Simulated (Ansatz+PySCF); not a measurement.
**singlet ScF₃: levels of theory in one basis**

```yaml
atoms:
  - { symbol: Sc, position_ang: [0.0000, 0.0000, 0.0000] }
  - { symbol: F, position_ang: [1.6764, 0.0000, 0.0000] }
  - { symbol: F, position_ang: [-0.8382, 1.4518, 0.0000] }
  - { symbol: F, position_ang: [-0.8382, -1.4518, 0.0000] }
```

Basis set: def2-SVP (spherical functions). Correlated methods keep 8 orbitals frozen. Charge 0, multiplicity 1.

Computed with Ansatz (development build ahead of 0.2.0); each method stands on the lowest determinant of its kind that the runs found.

| method | E − E(RHF) (eV) | <S²> of the determinant |
| --- | --- | --- |
| RHF | 0.00 | 0.00 |
| RHF-MP2 | -21.28 | – |
| RHF-CCSD(T) | -21.95 | – |

Question: What does RHF-CCSD give on the same scale?

Answer: -21.53 eV.

Question: Is a single determinant a sound starting point here?

Answer: By this sign, yes. Unrestricted orbitals gain 0.00 eV and <S²> is 0.00 against 0.00 for a pure state.
